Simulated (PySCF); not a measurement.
F₂Ge (SMILES [F][Ge][F]), singlet, at a GFN2-xTB geometry; CAMB3LYP/6-31G** run with PySCF.

The PySCF input:
```python
from pyscf import gto, scf, dft

mol = gto.Mole()
mol.atom = '''
    Ge    0.01332486   -0.01119836    0.43892087
    F     0.62471047    1.17087434   -0.77062296
    F    -0.67208775   -1.13105795   -0.78998457
'''
mol.basis = '6-31g**'
mol.verbose = 4
mol.build()

mf = dft.RKS(mol)
mf.xc = 'camb3lyp'
mf.grids.prune = dft.gen_grid.sg1_prune
mf.kernel()
mf.analyze()
```

### Question
What does PySCF print? Leave out banner, timings and long lists.

### Answer

```
PySCF version 2.14.0

[INPUT] verbose = 4
[INPUT] num. atoms = 3
[INPUT] num. electrons = 50
[INPUT] charge = 0
[INPUT] spin (= nelec alpha-beta = 2S) = 0
[INPUT] symmetry False subgroup None
[INPUT] Mole.unit = angstrom
[INPUT] Symbol           X                Y                Z      unit          X                Y                Z       unit  Magmom
[INPUT]  1 Ge     0.013324860000  -0.011198360000   0.438920870000 AA    0.025180336048  -0.021161833444   0.829440234656 Bohr   0.0
[INPUT]  2 F      0.624710470000   1.170874340000  -0.770622960000 AA    1.180531695448   2.212631828881  -1.456266339702 Bohr   0.0
[INPUT]  3 F     -0.672087750000  -1.131057950000  -0.789984570000 AA   -1.270061779175  -2.137389756512  -1.492854479932 Bohr   0.0

nuclear repulsion = 185.714415709714
number of shells = 24
number of NR pGTOs = 149
number of NR cGTOs = 60
basis = 6-31g**
ecp = {}

******** <class 'pyscf.dft.rks.RKS'> ********
method = RKS
initial guess = minao
damping factor = 0
level_shift factor = 0
DIIS = <class 'pyscf.scf.diis.CDIIS'>
diis_start_cycle = 1
diis_space = 8
diis_damp = 0
SCF conv_tol = 1e-09
SCF conv_tol_grad = None
SCF max_cycles = 50
direct_scf = True
direct_scf_tol = 1e-13
XC library pyscf.dft.libxc version 7.1.2
    S. Lehtola, C. Steigemann, M. J. T. Oliveira, and M. A. L. Marques,  SoftwareX 7, 1–5 (2018)
XC functionals = camb3lyp
    T. Yanai, D. P. Tew, and N. C. Handy,  Chem. Phys. Lett. 393, 51 (2004)
radial grids:
    Treutler-Ahlrichs [JCP 102, 346 (1995); DOI:10.1063/1.469408] (M4) radial grids

becke partition: Becke, JCP 88, 2547 (1988); DOI:10.1063/1.454033
pruning grids: <function sg1_prune>
grids dens level: 3
symmetrized grids: False
atomic radii adjust function: <function treutler_atomic_radii_adjust>
small_rho_cutoff = 0
Set gradient conv threshold to 3.16228e-05
Initial guess from minao.
Traceback (most recent call last):
  File "input.py", line 16, in <module>
  File "<string>", line 2, in kernel
  File "site-packages/pyscf/scf/hf.py", line 2099, in scf
  File "site-packages/pyscf/scf/hf.py", line 132, in kernel
  File "site-packages/pyscf/dft/rks.py", line 70, in get_veff
  File "site-packages/pyscf/dft/rks.py", line 506, in initialize_grids
  File "site-packages/pyscf/dft/gen_grid.py", line 653, in build
  File "<string>", line 6, in gen_atomic_grids
  File "site-packages/pyscf/dft/gen_grid.py", line 318, in gen_atomic_grids
  File "site-packages/pyscf/dft/gen_grid.py", line 81, in sg1_prune
IndexError: index 32 is out of bounds for axis 0 with size 19
```

The program refused the input.
